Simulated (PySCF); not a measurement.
## Atomic charges by several schemes

Species: C₅H₈F₃NSi.
Structure used (GFN2-xTB), in Å, numbered top down from 1:
```
atom  x, y, z in Å
C1     1.7064   -2.2056   -0.5548
N2     1.4370   -1.0746   -1.0068
Si3    1.5197    0.5381   -0.4247
C4    -0.2561    1.1764   -0.6047
C5    -0.9620    1.8510    0.5302
C6    -1.4454    0.5198    0.0396
C7    -1.2951   -0.6796    0.9165
F8    -1.2555   -1.8334    0.2235
F9    -0.1947   -0.6670    1.6847
F10   -2.3352   -0.8072    1.7664
H11    1.5286   -3.0807   -1.1749
H12    2.1133   -2.3979    0.4409
H13    2.3384    1.2051   -1.4342
H14    1.9994    0.8199    0.9315
H15   -0.4756    1.5816   -1.5843
H16   -0.4702    1.8765    1.4915
H17   -1.5832    2.7132    0.3378
H18   -2.3784    0.4707   -0.5100
```

Density: PBE0/pcSseg-1 (PySCF); schemes: Mulliken, IAO, Hirshfeld and ESP-fitted. Geometry: GFN2-xTB, one conformer, isolated molecule.

Q: Atoms with like bonding are taken together and averaged. Do the Mulliken, IAO, Hirshfeld and ESP-fitted schemes agree on where the charge is lowest?

A: All schemes agree: Mulliken N2 (-0.562); IAO N2 (-0.522); Hirshfeld N2 (-0.235); ESP-fitted N2 (-0.591).

Q: For which atoms does the sign change between the 4 schemes (beyond +0.03 e in one, beyond −0.03 e in another)?

A: C1.

Q: Give the atomic charges in each scheme.

A: In e; atoms taken as equivalent share a row and are averaged (×n: the atom named and its like, n in all):

```tsv
atom	environment	Mulliken	IAO	Hirshfeld	ESP-fitted
C1	C=N carbon	+0.076	-0.064	+0.028	+0.280
N2	C=N nitrogen	-0.562	-0.522	-0.235	-0.591
Si3	SiH2 silicon	+0.822	+0.887	+0.350	+0.660
C4	sp3 carbon bound to silicon	-0.478	-0.414	-0.127	-0.396
C5	three-membered-ring carbon	-0.141	-0.274	-0.085	-0.281
C6	three-membered-ring carbon	-0.321	-0.180	-0.068	-0.199
C7	CF3 carbon	+0.856	+0.800	+0.262	+0.478
F8/F9/F10	fluorine of a CF3 group	-0.277	-0.285	-0.089	-0.165
H11	hydrogen on a C=N carbon	+0.115	+0.143	+0.051	+0.041
H12	hydrogen on a C=N carbon	+0.096	+0.111	+0.044	+0.024
H13	Si–H hydrogen	-0.111	-0.129	-0.081	-0.122
H14	Si–H hydrogen	-0.117	-0.156	-0.087	-0.121
H15	methine hydrogen	+0.157	+0.166	+0.054	+0.210
H16	methylene hydrogen	+0.146	+0.155	+0.045	+0.155
H17	methylene hydrogen	+0.140	+0.158	+0.056	+0.162
H18	methine hydrogen	+0.151	+0.173	+0.060	+0.196
```

Mean size of the charges over all atoms: IAO 0.288 e, Mulliken 0.284 e, ESP-fitted 0.245 e, Hirshfeld 0.105 e. Each set sums to the total charge, 0, to within 0.001 e. The IAO scheme projects the occupied orbitals on a minimal set of polarised atomic orbitals and counts the electrons in each atom's part of it. The Hirshfeld scheme divides the density at each point in proportion to the densities of the neutral, spherically averaged free atoms.

Some averages cover members that differ in this geometry: F8/F9/F10, ESP-fitted -0.194 to -0.130; F8/F9/F10, Hirshfeld -0.107 to -0.064 e.

Q: How many electrons does the Mulliken scheme count on C7?

A: Z − q = 6 − (+0.856) = 5.144.

Q: Sum the charges by element, for elements with more than one atom.

A: 
```tsv
element	atoms	Mulliken	IAO	Hirshfeld	ESP-fitted
C	5	-0.008	-0.131	+0.010	-0.118
F	3	-0.830	-0.855	-0.266	-0.496
H	8	+0.579	+0.620	+0.140	+0.545
```

Q: How closely do the schemes follow one another over all atoms?

A: Correlation coefficient and root-mean-square difference: Mulliken with IAO 0.98, 0.064 e; IAO with Hirshfeld 0.98, 0.234 e; Mulliken with Hirshfeld 0.97, 0.239 e; Hirshfeld with ESP-fitted 0.96, 0.175 e; Mulliken with ESP-fitted 0.94, 0.131 e; IAO with ESP-fitted 0.93, 0.139 e.

These values come from a run that also computed NMR shieldings. Hardware: one thread, Intel Xeon at 2.50 GHz (x86_64) (shared host). Cost: 2.1 min of wall time, 1.0 GiB resident at most.
